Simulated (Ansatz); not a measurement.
Strength of the Si–C bond: C3H4Cl2Si → C2HCl2Si + CH3

Species: C3H4Cl2Si `C#C[Si](C)(Cl)Cl`, singlet; C2HCl2Si `C#C[Si](Cl)Cl`, doublet; CH3 (methyl radical) `[CH3]`, doublet. 

Shapes, held fixed at every level: PBE0-D4/def2-TZVP. Programs: Ansatz 0.2.0. The zero-point and thermal change to 298 K, harmonic and unscaled (PBE0-D4/def2-TZVP), is -15.2 kJ/mol.

(1) Estimate ΔH(298 K) of this reaction.

Answers

(1) The highest level, CCSD(T)/CBS estimate, gives ΔH(298 K) = +398.5 kJ/mol; the levels span +282.0 to +398.5. The column of differences is taken from that level and isn't an error. Hartree–Fock misses the correlation of the pair that is broken and comes out low. No measured value is set beside it here. Spin contamination: C2HCl2Si (⟨S²⟩ up to 0.80). Open shells run unrestricted. The CBS estimate extrapolates MP2 from def2-TZVPP and def2-QZVPP and adds CCSD(T) − MP2 in the triple-zeta set, cores frozen. CCSD(T)/CBS estimate lies outside the range of all other levels here, so it shouldn't be taken on trust. Times are processor times on shared x86 and Arm servers, and rough.

```csv
level,kind,ΔH(298 K) (kJ/mol),less CCSD(T)/CBS estimate,CPU time (sum over the molecules)
HF/def2-TZVPP,Hartree–Fock,+282.0,-116.5,–
PBE-D4/def2-TZVPP,GGA,+374.6,-23.9,24 s
r2SCAN-D4/def2-TZVPP,meta-GGA,+360.4,-38.1,48 s
PBE0-D4/def2-TZVPP,global hybrid,+379.4,-19.1,39 s
r2SCAN0-D4/def2-TZVPP,global hybrid,+363.3,-35.2,64 s
B2PLYP/def2-TZVPP,double hybrid,+375.1,-23.4,56 s
CCSD/def2-SVP,coupled cluster or CI,+373.0,-25.5,–
CCSD(T)/CBS estimate,coupled cluster or CI,+398.5,0.0,25 min
```
